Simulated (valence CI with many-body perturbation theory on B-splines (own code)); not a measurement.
Co⁵⁺: calculated level list

Method: configuration interaction combined with many-body perturbation theory (CI+MBPT): four valence electrons over a frozen Dirac-Fock core [Ar], radial functions for each j: 7 s, 7 p, 8 d, 6 f, 4 g, 1 h, with the one-electron correlation potential Σ1, the two-electron term Σ2, the three-electron term Σ3, Breit, model QED; selected CI, second order for the rest, scaled by the run's own slope (own B-spline code, finite nucleus).

Against 63 measured levels this calculation errs by 2097 cm⁻¹ on average and by 5075 at most. These come from a selection out of Sugar and Corliss, J. Phys. Chem. Ref. Data 10, 1097 (1981). Levels without a partner in it may be off by more, other configurations by 1,000 to 8,000 cm⁻¹. The list stops below the first excitations out of the core.

Levels 46 to 77 of 77, with energies above the lowest level, 3d4 5D_0. "Leading %" is the weight of the configuration and term that name the level; weights of strongly mixed levels are sums over their largest components and can fall short. Lifetimes count E1, E2, E3, M1 and M2 decay at the calculated energies, and are blank where another channel may lead or the interval is too uncertain; long ones can be off by a factor of two.

| No. | Configuration | Term | J | E (cm⁻¹) | Leading % | Lifetime | Second component | g |
| --- | --- | --- | --- | --- | --- | --- | --- | --- |
| 46 | 3d3 4s | 3G | 3 | 294320 | 99 | 12.6 μs |  | 0.750 |
| 47 | 3d3 4s | 3G | 4 | 294670 | 97 | 12.5 μs |  | 1.047 |
| 48 | 3d3 4s | 3G | 5 | 295210 | 96 | 12.5 μs |  | 1.196 |
| 49 | 3d3 4s | 3P | 0 | 298940 | 98 | 9.10 μs |  |  |
| 50 | 3d3 4s | 3P | 1 | 299250 | 91 | 8.80 μs | 4 % 3d3 4s 1P | 1.443 |
| 51 | 3d3 4s | 1G | 4 | 299290 | 88 | 8.61 μs | 10 % 3d3 4s 3H | 0.980 |
| 52 | 3d3 4s | 3P | 2 | 300360 | 97 | 7.99 μs |  | 1.498 |
| 53 | 3d3 4s | 3P | 2 | 301510 | 65 | 11.5 μs | 30 % 3d3 4s 3D | 1.392 |
| 54 | 3d3 4s | 3P | 1 | 301580 | 78 | 10.4 μs | 20 % 3d3 4s 3D | 1.310 |
| 55 | 3d3 4s | 3P | 0 | 301960 | 99 | 9.92 μs |  |  |
| 56 | 3d3 4s | 3H | 4 | 302770 | 88 | 11.1 μs | 10 % 3d3 4s 1G | 0.823 |
| 57 | 3d3 4s | 3H | 5 | 302800 | 97 | 11.5 μs |  | 1.036 |
| 58 | 3d3 4s | 3D | 1 | 303050 | 65 | 11.3 μs | 21 % 3d3 4s 3P | 0.782 |
| 59 | 3d3 4s | 3H | 6 | 303130 | 99 | 11.4 μs |  | 1.166 |
| 60 | 3d3 4s | 3D | 3 | 304150 | 99 | 11.5 μs |  | 1.334 |
| 61 | 3d3 4s | 3D | 2 | 304340 | 68 | 11.5 μs | 29 % 3d3 4s 3P | 1.270 |
| 62 | 3d3 4s | 1P | 1 | 307120 | 83 | 9.41 μs | 10 % 3d3 4s 3D | 0.973 |
| 63 | 3d3 4s | 1H | 5 | 307480 | 98 | 7.97 μs |  | 1.000 |
| 64 | 3d3 4s | 1D | 2 | 308480 | 95 | 8.41 μs |  | 1.012 |
| 65 | 3d3 4s | 3F | 4 | 322620 | 99 | 9.22 μs |  | 1.250 |
| 66 | 3d3 4s | 3F | 3 | 322900 | 98 | 9.21 μs |  | 1.083 |
| 67 | 3d3 4s | 3F | 2 | 323140 | 99 | 9.21 μs |  | 0.666 |
| 68 | 3d3 4s | 1F | 3 | 327050 | 98 | 8.59 μs |  | 1.000 |
| 69 | 3d3 4p | 5G° | 2 | 349410 | 97 | 875 ps |  | 0.338 |
| 70 | 3d3 4p | 5G° | 3 | 350230 | 97 | 846 ps |  | 0.919 |
| 71 | 3d3 4p | 5G° | 4 | 351300 | 97 | 815 ps |  | 1.151 |
| 72 | 3d3 4s | 3D | 3 | 351450 | 98 | 7.67 μs |  | 1.333 |
| 73 | 3d3 4s | 3D | 2 | 351700 | 98 | 7.67 μs |  | 1.166 |
| 74 | 3d3 4s | 3D | 1 | 351880 | 99 | 7.67 μs |  | 0.498 |
| 75 | 3d3 4p | 5G° | 5 | 352610 | 97 | 794 ps |  | 1.267 |
| 76 | 3d3 4p | 3D° | 1 | 352660 | 50 | 113 ps | 32 % 3d3 4p 5F° | 0.493 |
| 77 | 3d3 4p | 5D° | 2 | 353210 | 40 | 90.1 ps | 33 % 3d3 4p 3D° | 1.260 |

Names give the largest LS component (configuration and term), which can be under half, so a name can repeat, a term be missing and a line seem to break the LS rules; names also repeat where a configuration has a term twice.

Where two levels of one J and parity lie close, their mixing, g and order are uncertain.
